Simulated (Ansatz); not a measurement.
The cluster TiB₇⁻. The state is a singlet with charge -1. Geometry PBE-D4/def2-SVPD; atoms count from 1.

```
atom    x (Å)    y (Å)    z (Å)
 Ti1  -1.1236   1.5052  -1.5303
  B2   0.5307   1.6300  -0.4146
  B3   0.0056  -0.0076   0.0084
  B4   1.4627   0.8919   0.6023
  B5   0.2599  -1.6079   0.9648
  B6  -0.9943  -1.5191   0.0348
  B7   1.3462  -0.5420   1.2157
  B8  -1.4871  -0.3504  -0.8810
```

The restricted singlet is unstable towards broken spin symmetry in Hartree–Fock (as tested in another run); at PBE0-D4/def2-TZVPD this wasn't settled. Another isomer (singlet) lies 0.86 eV lower at PBE0-D4/def2-TZVPD; other spin states weren't run for this one.

Estimate the Mulliken populations from the PBE0/def2-TZVPD orbitals of Ansatz.


```json
{"atom": "Ti1", "charge (e)": "0.04", "d electrons": "2.83"}
{"atom": "B2", "charge (e)": "-0.71", "d electrons": "–"}
{"atom": "B3", "charge (e)": "0.75", "d electrons": "–"}
{"atom": "B4", "charge (e)": "0.06", "d electrons": "–"}
{"atom": "B5", "charge (e)": "-0.24", "d electrons": "–"}
{"atom": "B6", "charge (e)": "0.06", "d electrons": "–"}
{"atom": "B7", "charge (e)": "-0.24", "d electrons": "–"}
{"atom": "B8", "charge (e)": "-0.71", "d electrons": "–"}
```
Mulliken values depend strongly on the basis. With diffuse functions, as here, like atoms can get unlike values, and bond orders can come out too low or too high.

And the Mayer bond orders between heavy atoms (over 0.3)?

Ti1–B2 1.84 (2.00 Å); Ti1–B8 1.84 (2.00 Å); B2–B4 0.93 (1.56 Å); B3–B4 0.33 (1.81 Å); B3–B5 0.45 (1.88 Å); B3–B6 0.33 (1.81 Å); B3–B7 0.45 (1.88 Å); B4–B7 1.18 (1.56 Å); B5–B6 1.18 (1.56 Å); B5–B7 1.58 (1.54 Å); B6–B8 0.93 (1.56 Å).
